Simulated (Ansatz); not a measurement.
Ligand exchange: InH2(NH2) + C3H8OSn → InH2(OH) + C3H9NSn

Gas-phase species: InH2(NH2), singlet; C3H8OSn `C[CH](C)[Sn][OH]`, singlet; InH2(OH), singlet; C3H9NSn `C[CH](C)[Sn][NH2]`, singlet. The partners trade NH2 for OH: In–NH2 and Sn–OH bonds give way to In–OH and Sn–NH2.

Shapes, held fixed at every level: PBE0-D4/def2-TZVP. Flexible molecules stand in one conformer, not always the lowest. Programs: Ansatz 0.2.0. The zero-point and thermal change to 298 K, harmonic and unscaled (PBE0-D4/def2-TZVP), is +0.7 kJ/mol.

```
              level                    kind  ΔH(298 K) (kJ/mol)  less CCSD(T)/def2-TZVPP
      HF/def2-TZVPP            Hartree–Fock                +2.5                     +2.3
B3LYP-D4/def2-TZVPP           global hybrid                +0.5                     +0.3
 wB97M-V/def2-TZVPP  range-separated hybrid                +2.7                     +2.5
  B2PLYP/def2-TZVPP           double hybrid                +1.3                     +1.1
     MP2/def2-TZVPP     perturbation theory                 0.0                     -0.2
   CCSD(T)/def2-SVP   coupled cluster or CI                -1.7                     -1.9
    CCSD/def2-TZVPP   coupled cluster or CI                +1.1                     +0.9
 CCSD(T)/def2-TZVPP   coupled cluster or CI                +0.2                      0.0
```

The highest level, CCSD(T)/def2-TZVPP, gives ΔH(298 K) = +0.2 kJ/mol; the levels span -1.7 to +2.7. That is about zero within the method's error. They disagree on the sign: 6 of 8 are positive. The column of differences is taken from that level and isn't an error. No measured value is set beside it here. For atoms past krypton def2 sets carry core potentials with scalar relativity. Outer-core shells of In, Sn are correlated, in sets that cover them unevenly.
